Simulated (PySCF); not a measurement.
Electronic absorption of C3H12O2Si2

C3H12O2Si2.
Z-matrix (Å and degrees, GFN2-xTB geometry), rows numbered from 1:
```
C 
C   1  1.5257
C   2  1.5259  1  111.64
O   2  1.4052  1  108.92  3  -120.10
Si  4  1.6106  2  129.81  1  -121.27
O   5  1.6100  4  105.72  2  -176.77
Si  6  1.6161  5  157.31  4     4.08
H   1  1.0868  2  109.74  3    60.24
H   1  1.0864  2  110.23  3   -60.05
H   1  1.0869  2  109.94  3   179.66
H   2  1.0992  1  109.11  3   120.63
H   3  1.0869  2  109.77  1  -179.45
H   3  1.0871  2  109.76  1   -60.20
H   3  1.0865  2  110.32  1    60.30
H   5  1.4621  4  112.13  2    67.45
H   5  1.4625  4  112.27  2   -60.92
H   7  1.4632  6  109.35  5    52.34
H   7  1.4617  6  103.29  5   171.80
H   7  1.4627  6  108.46  5   -68.81
```

Theory: TDDFT PBE0/def2-SVPD, vertical, gas phase, core orbitals frozen in the response in PySCF 2.14.0, density-fitted response routines.

```tsv
state	E (eV)	λ (nm)	f	|μ| (D)	main configurations (H = HOMO, L = LUMO)
S1	6.94	178.5	0.0022	0.29	H→L (86%)
S2	7.24	171.2	0.0011	0.20	H→L+1 (83%)
S3	7.53	164.6	0.0001	0.06	H-1→L (84%)
S4	7.63	162.5	0.0044	0.39	H-3→L (94%)
S5	7.92	156.5	0.051	1.30	H-2→L (61%), H-2→L+1 (31%)
S6	8.00	154.9	0.023	0.87	H→L+3 (34%), H→L+4 (29%), H→L+2 (26%)
S7	8.06	153.7	0.067	1.48	H-1→L+1 (43%), H→L+2 (35%)
S8	8.09	153.2	0.0078	0.50	H-1→L+1 (39%), H→L+3 (26%), H→L+2 (14%)
```

Triplets (Tamm–Dancoff): T1 6.68 eV, H→L (73%), H-1→L (8%); T2 7.03 eV, H→L+1 (63%), H-1→L (17%); T3 7.20 eV, H-3→L (86%).

The lowest singlet lies at 6.94 eV (179 nm, vacuum ultraviolet) and is very weak; its leading configuration is HOMO→LUMO (86%). The strongest level in the table is S7 at 8.06 eV (154 nm, f = 0.067). Löwdin shares by element: HOMO oxygen 34% or more, hydrogen 21% or more, silicon 16% or more (atoms not listed hold the other 29%); LUMO silicon 44%, oxygen 9% or more, hydrogen 9% or more (atoms not listed hold the other 38%). Orbital energies (eV): HOMO-3 -8.86, HOMO-2 -8.81, HOMO-1 -8.66, HOMO -7.97, LUMO 0.19, LUMO+1 0.47, LUMO+2 0.95. Of the 8 states listed, 3 reach f = 0.01 and 1 stays under 0.0005. The oscillator strengths of these states sum to 0.156; summed over the whole spectrum of an exact calculation they would give the number of electrons, 74 (Thomas–Reiche–Kuhn). Singlets were solved by full linear response, triplets in the Tamm–Dancoff approximation.

The run took 60 s of wall time on one thread of an Arm Neoverse V1, shared host.

One conformer stands for the species.
